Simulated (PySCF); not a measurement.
Vertical excitations of a molecule C₄H₆S from TDDFT-PBE/def2-SVPD run with PySCF, as energy in eV (oscillator strength): 4.03 (0.000), 5.02 (0.139), 5.16 (0.001), 5.47 (0.004), 6.01 (0.005), 6.25 (0.002), 6.37 (0.009), 6.49 (0.000), 6.56 (0.081), 6.63 (0.000). Lowest triplet (TDA): 3.67 eV. The structure is a stationary point at B3LYP-D3(BJ)/def2-SVP. One conformer was computed; it need not be the lowest.

**Question.** Which molecule gave these data?
A. C1=CSCC1
B. C#C[C@H](C)S
C. C=C1CCS1
D. C=C=CSC

**Answer.** C, C=C1CCS1
